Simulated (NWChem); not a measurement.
Molecule: CH4BClFN; SMILES ClB(NC)F

```xyz
9

B      0.2245    -0.1078     0.0000
Cl    -0.3198    -1.7939     0.0000
F      1.5333     0.1303     0.0000
N     -0.6951     0.9357     0.0000
C     -0.3751     2.3424     0.0000
H     -1.6807     0.7048     0.0000
H     -0.7739     2.8540     0.8919
H     -0.7739     2.8540    -0.8919
H      0.7155     2.4678     0.0000
```
Atoms are numbered in this order, from 1.

Level: PBE0/def2-SVP (NWChem), optimised geometry, unscaled harmonic frequencies. 

| frequency (cm⁻¹) | IR intensity (km/mol) |
|---|---|
| 145 | 0.0 |
| 156 | 0.6 |
| 203 | 0.5 |
| 332 | 8.8 |
| 439 | 1.8 |
| 574 | 4.8 |
| 633 | 111.5 |
| 723 | 27.6 |
| 1069 | 71.3 |
| 1103 | 37.1 |
| 1145 | 0.5 |
| 1215 | 208.4 |
| 1386 | 131.9 |
| 1454 | 49.4 |
| 1471 | 7.4 |
| 1478 | 24.6 |
| 1588 | 352.5 |
| 3043 | 54.8 |
| 3117 | 23.8 |
| 3181 | 4.4 |
| 3669 | 44.0 |

```yaml
zero_point_energy: 40.2 kcal/mol
thermal correction to the enthalpy at 298.15 K (with zero-point energy): 44.5 kcal/mol
heat capacity Cv: 18.9 cal/(mol K)
entropy at 298.15 K and 1 atm (symmetry number 1): 77.1 cal/(mol K)
dipole_moment: 2.97 D
```

Rigid rotor and harmonic oscillator.
